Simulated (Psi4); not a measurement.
Approach curve of the dimer CHN ··· H4Si (SMILES C#N and [SiH4]). Monomers: optimised at B3LYP-D3(BJ) (def2-TZVP), held rigid. Orientation: a random orientation, not optimised. R is the distance of the centres of mass, along which the second monomer moves.

Geometry at R = 3.98 Å (first 3 atoms: monomer A):
```
8

C     -0.0265     0.0002     0.0000
N      1.1197    -0.0090     0.0000
H     -1.0932     0.0088     0.0000
Si    -1.8097    -3.1362    -0.7609
H     -1.6373    -2.2263     0.3939
H     -1.2540    -4.4672    -0.4277
H     -3.2504    -3.2675    -1.0748
H     -1.0972    -2.5839    -1.9351
```

Level of theory: SAPT0/jun-cc-pVDZ, frozen core in Psi4.

Components in kcal/mol:

| R / Å | electrostatics | exchange | induction | dispersion | total |
|---|---|---|---|---|---|
| 3.37 | -5.93 | 20.59 | -2.63 | -3.89 | 8.14 |
| 3.60 | -2.94 | 10.49 | -1.36 | -2.47 | 3.72 |
| 3.78 | -1.70 | 6.10 | -0.82 | -1.76 | 1.82 |
| 3.98 | -0.93 | 3.29 | -0.49 | -1.22 | 0.66 |
| 4.17 | -0.54 | 1.81 | -0.31 | -0.87 | 0.10 |
| 4.37 | -0.31 | 0.96 | -0.20 | -0.62 | -0.17 |
| 4.67 | -0.15 | 0.36 | -0.11 | -0.39 | -0.29 |
| 5.02 | -0.08 | 0.11 | -0.06 | -0.23 | -0.26 |
| 5.51 | -0.04 | 0.02 | -0.03 | -0.12 | -0.17 |
| 6.14 | -0.02 | 0.00 | -0.01 | -0.06 | -0.09 |
| 7.17 | -0.01 | 0.00 | -0.01 | -0.02 | -0.04 |
| 8.44 | 0.00 | 0.00 | 0.00 | -0.01 | -0.01 |
